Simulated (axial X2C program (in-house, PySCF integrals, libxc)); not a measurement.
## InSn: properties at the nuclei

Calculated with an in-house all-electron X2C program for linear molecules (integrals from PySCF): two-component X2C with atomic mean-field Coulomb and Gaunt terms, Gaussian nuclei, basis Sn dyall-cv3z, In dyall-cv3z with contracted cores.

R = 2.848 Å (near the PBE0 minimum at charge 0 of the determinant lowest at the starting distance; the state shown can have its own minimum elsewhere).

Determinant lowest in the PBE0 search, Ω = 3/2 (⟨Sz⟩ = 1.49, ⟨Lz⟩ = 0.01 at PBE0), spin on the atoms Sn 1.06, In 0.43:

| level | Eeff magnitude (GV/cm) | Ws magnitude Sn (kHz) | Ws magnitude In (kHz) | A∥/gI Sn (MHz) | qzz Sn (a.u.) | A∥/gI In (MHz) | qzz In (a.u.) | μ (D) |
| --- | --- | --- | --- | --- | --- | --- | --- | --- |
| PBE0 | 2.24 | 1.79 | 2.61 | -378 | -0.60 | -14.9 | -2.64 | 1.60 |
| HF | 6.97 | 1.82 | 4.45 | -650 | -0.15 | -221 | -3.45 | 2.37 |
| BP86 | 2.08 | 1.48 | 2.24 | -291 | -0.81 | 37.3 | -2.27 | 1.25 |
| r2SCAN | 2.64 | 1.65 | 2.62 | -471 | -0.66 | -79.5 | -2.54 | 1.47 |
| PBE50 | 2.85 | 2 | 3.05 | -441 | -0.41 | -65.3 | -2.99 | 1.91 |

Determinant 0.47 eV from it at PBE0 and this distance, Ω = 1/2 (⟨Sz⟩ = 0.46, ⟨Lz⟩ = 0.04 at PBE0), spin on the atoms Sn 0.27, In 0.19:

| level | Eeff magnitude (GV/cm) | Ws magnitude Sn (kHz) | Ws magnitude In (kHz) | A∥/gI Sn (MHz) | qzz Sn (a.u.) | A∥/gI In (MHz) | qzz In (a.u.) | μ (D) |
| --- | --- | --- | --- | --- | --- | --- | --- | --- |
| PBE0 | 5.02 | 3.33 | 9.07 | 17.4 | -0.90 | 596 | -2.52 | 1.25 |
| HF | 17 | 1.42 | 18.3 | 247 | -2.99 | 192 | -3.88 | 1.45 |
| BP86 | 3.85 | 3.16 | 7.55 | 200 | -0.86 | 740 | -2.14 | 0.99 |
| r2SCAN | 3.88 | 4.34 | 8.76 | 116 | -0.76 | 509 | -2.24 | 1.07 |
| PBE50 | 7.24 | 2.74 | 11 | -118 | -1.17 | 459 | -2.99 | 1.48 |

Eeff is the effective electric field on the electron electric dipole moment in this Ω state and Ws the scalar–pseudoscalar constant of the nucleus named (defined with the proton number Z and per Ω); A∥ (defined per Ω) follows by multiplying with gI = μI/(I μN); qzz is the electric field gradient, eQq0 = 234.96 MHz × Q/barn × qzz; μ is positive if the In end (last atom) is positive. The operators were transformed with the bare-nucleus X2C matrices; with these basis sets, hyperfine constants and field gradients can be off by tens of per cent, and where levels differ in sign neither size nor sign is settled.

(1) With Q(115In) = 0.772 barn (Q from Pyykkö, Mol. Phys. 2018), turn the PBE0 values of the first state into constants in MHz.

Each state is one determinant with collinear spin, which with several unpaired electrons need not be a pure state. Unrestricted Hartree–Fock can overshoot spin polarisation at the nuclei. This is the top spin component of a Σ state; components of lower Ω are not single determinants and can lie lower. With several open shells hyperfine constants can be off by a factor of several. Where Eeff spreads by more than a factor of two the levels disagree and none is to be relied on. States lie within half an eV, so the first need not be the ground state. The sign of Ws at Sn differs between levels in the second state. Further determinants of the search, some of them spin-mixed, are not shown. Where a field gradient or hyperfine factor spreads by more than a factor of two over the levels, a constant derived from it is not to be relied on. PBE0 term energies can be off by some tenths of an eV.

Results:

(1) eQq0(115In) = 234.96 × (0.772) × (-2.64) = -479 MHz.
